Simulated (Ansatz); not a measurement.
Consider the redistribution: `NP(O)S` + `[SiH3][SiH]1[SiH2]S1` → `OP([SiH3])S` + `N[SiH]1[SiH2]S1`.

Isolated molecules relaxed with PBE0-D4/def2-TZVP in Ansatz; ΔE leaves out vibrations. CBS: MP2 limit from def2 TZ/QZ plus the TZ coupled-cluster correction, frozen cores. Functionals use def2-TZVPP. B3LYP here is the variant with VWN-RPA as its local correlation; programs differ in this. Each species was taken in one conformer, which may not be the lowest.

`NP(O)S`:

Cartesian coordinates in Å:
```
N -0.281 1.185 0.763
P -0.326 -0.452 0.421
O 1.208 -0.841 -0.058
S -1.205 -0.156 -1.492
H 0.156 1.826 0.115
H -0.139 1.436 1.728
H 1.517 -1.600 0.447
H -0.930 -1.397 -1.924
```

`[SiH3][SiH]1[SiH2]S1`:

Z-matrix (Å, degrees):
```
Si
Si 1 2.327
H 1 1.487 2 110.7
H 1 1.488 2 110.2 3 -120.5
H 1 1.485 2 108.0 3 119.9
Si 2 2.251 1 121.3 3 -135.5
S 2 2.167 1 113.7 3 -69.6
H 2 1.486 1 115.9 3 65.1
H 6 1.482 2 122.1 1 -157.8
H 6 1.482 2 122.0 1 -2.3
```

`OP([SiH3])S`:

Z-matrix (Å, degrees):
```
Si
P 1 2.276
H 1 1.486 2 107.8
H 1 1.484 2 109.1 3 -119.5
H 1 1.491 2 110.8 3 119.1
S 2 2.112 1 92.2 3 -167.2
O 2 1.647 1 102.1 3 -60.6
H 6 1.345 2 96.5 1 -160.3
H 7 0.963 2 114.7 1 -50.4
```

`N[SiH]1[SiH2]S1`:

Z-matrix (Å, degrees):
```
Si
Si 1 2.241
S 1 2.160 2 58.7
N 1 1.704 2 124.4 3 109.3
H 1 1.479 2 123.4 3 -98.7
H 2 1.484 1 124.4 3 101.1
H 2 1.485 1 121.9 3 -101.2
H 4 1.007 1 121.2 2 -22.2
H 4 1.008 1 119.9 2 -170.1
```

```tsv
level	ΔE (eV)
BLYP-D4	-0.40
B3LYP-D4	-0.39
r2SCAN0-D4	-0.38
CCSD(T)/def2-TZVPP	-0.37
```

(1) What does CCSD(T)/CBS give? (An estimate is asked.)

(2) What do rigid-rotor, harmonic-oscillator terms from PBE0-D4/def2-TZVP frequencies (298.15 K, 1 bar) make of the CCSD(T)/CBS value? (Estimate.)

Largest T1 diagnostic among the species: 0.014.

Answers

(1) Ansatz gave: -0.37 eV. The listed levels differ from it by -0.03, -0.02, -0.01, 0.00 eV.

(2) The calculation gave: ΔZPE = +0.01 eV, ΔH = -0.37 eV, ΔS = -6 J/(mol·K), ΔG = -0.35 eV.

Leaving LDA and LC-ωPBE aside and taking each functional with its dispersion term where it has one, the values spread over 0.05 eV, from BLYP-D4 to PBE0-D4. At CCSD(T), def2-SVP lies +0.05 eV from the extrapolated value and def2-TZVPP +0.01 eV.
